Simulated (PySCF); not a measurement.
C2H4F, SMILES F[CH]C (connectivity only; charge and spin as stated), charge +1, multiplicity 1. The structure is a stationary point at PBE-D3(BJ)/def2-TZVP. The multiplicity is an assumed one; other spin states were not compared. The isomer is the one that the SMILES or the coordinates give; other isomers of the formula were not compared.

Method: PBE-D3(BJ)/def2-TZVP in PySCF.

Harmonic wavenumbers (cm⁻¹): 128, 481, 686, 886, 1080, 1157, 1238, 1322, 1327, 1357, 1530, 2877, 2884, 3050, 3110. Rotational constants (GHz): 53.71, 9.836, 8.738; symmetry number 1.

**Question.** Work out the zero-point energy and the ideal-gas rigid-rotor harmonic-oscillator thermochemistry at 298.15 K and 1 atm.

**Answer.** ZPE = ½ Σ hcν = ½ × 23115 cm⁻¹ = 33.04 kcal/mol. H − E(el) = 36.16 kcal/mol. Entropy in cal/(mol K): translation 37.47, rotation 21.77, vibration 4.38, total 63.63. G − E(el) = 17.19 kcal/mol. Cp = 13.72 cal/(mol K). Modes under 150 cm⁻¹ make the vibrational entropy uncertain.
